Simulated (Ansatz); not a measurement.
Species: CHNO, SMILES `N#CO` (charge 0, multiplicity 1), formula CHNO.

Question: How many basis functions does frozen-core CCSD(T)/cc-pVTZ // B3LYP-D3(BJ)/def2-TZVP (Ansatz, a program for electronic structure) use, how many core orbitals are frozen, and how many electrons are correlated?

Answer: 104 basis functions and 3 frozen orbitals, which leaves 16 correlated electrons. Core time is of the order of seconds.
